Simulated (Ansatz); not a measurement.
Species: SeO2, charge 1, doublet. SeO2+ (parent SMILES O=[Se]=O, doublet).
B3LYP-D3(BJ)/def2-TZVP minimum from Ansatz (a first-principles code):
```
Se
O 1 1.5820
O 1 1.7306 2 104.39
```
Charge +1, spin multiplicity 2.

Hartree-Fock and CCSD(T) correlation energies in hartree (Ansatz). Open shells are spin-unrestricted; no spin-orbit coupling. Correlated methods leave the cores frozen (noble-gas shells, and filled d and f shells in the p block). No relativity. The determinant of O2Se+ (parent SMILES O=[Se]=O, doublet) is a saddle point of the SCF energy; a lower one exists, which strains HF and MP2. The spin of O2Se+ (parent SMILES O=[Se]=O, doublet) was assumed, and the state is the lowest solution found for it.

| basis | X | E(HF) | E(corr, CCSD(T)) |
|---|---|---|---|
| cc-pVTZ | 3 | -2549.19644 | -0.62930 |
| cc-pVQZ | 4 | -2549.21324 | -0.67194 |
| cc-pV5Z | 5 | -2549.21686 | withheld |

Question: Fit E(corr) = E∞ + A/X³ to X = 3 and 4, predict X = 5, and compare with the run.

Answer: A = (-0.62930 - (-0.67194))/(1/27 - 1/64) = 1.9914; E∞ = -0.67194 - A/64 = -0.70306; at X = 5, E∞ + A/125 = -0.68712. The run gave -0.68804, 0.92 mEh below the prediction. The same form on X = 4 and 5 gives E∞ = -0.70493, 1.88 mEh below the first estimate.
